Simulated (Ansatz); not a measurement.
Rb8⁻. Charge -1, multiplicity 2. Geometry PBE/def2-SVPD; atoms count from 1.

```xyz
8

Rb   -1.198   -1.379   -4.214
Rb   -2.026   -2.478    0.575
Rb    2.137   -0.926    2.251
Rb    2.271    1.362   -1.862
Rb    1.111    3.928    2.101
Rb    2.218   -3.574   -1.827
Rb   -2.354    2.025   -0.942
Rb   -2.160    1.043    3.918
```

In the def2 sets Rb takes a core potential; there is no spin–orbit coupling. The structure comes from a short search, and lower isomers may exist.

**Question.** Estimate the Mulliken populations from the PBE0/def2-TZVPD orbitals of Ansatz.

**Answer.** 
```csv
atom,charge (e),spin (α − β)
Rb1,-0.44,0.02
Rb2,0.18,0.23
Rb3,0.19,0.22
Rb4,0.20,0.23
Rb5,-0.44,0.02
Rb6,-0.44,0.03
Rb7,0.19,0.23
Rb8,-0.44,0.02
```
Mulliken values and Mayer orders depend strongly on the basis. With diffuse functions, as here, like atoms can get unlike values, and bond orders can come out too low or too high.

**Question.** Where does the spin sit?

**Answer.** Summed by element: Rb 1.00, of 1 unpaired in all. Largest on single atoms: Rb4 0.23, Rb2 0.23, Rb7 0.23.

**Question.** And the Mayer bond orders between bonded heavy atoms (over 0.3)?

**Answer.** Rb1–Rb6 0.68 (4.71 Å); Rb1–Rb7 0.47 (4.86 Å); Rb2–Rb8 0.47 (4.86 Å); Rb3–Rb6 0.47 (4.86 Å); Rb4–Rb5 0.47 (4.86 Å); Rb5–Rb8 0.68 (4.73 Å).
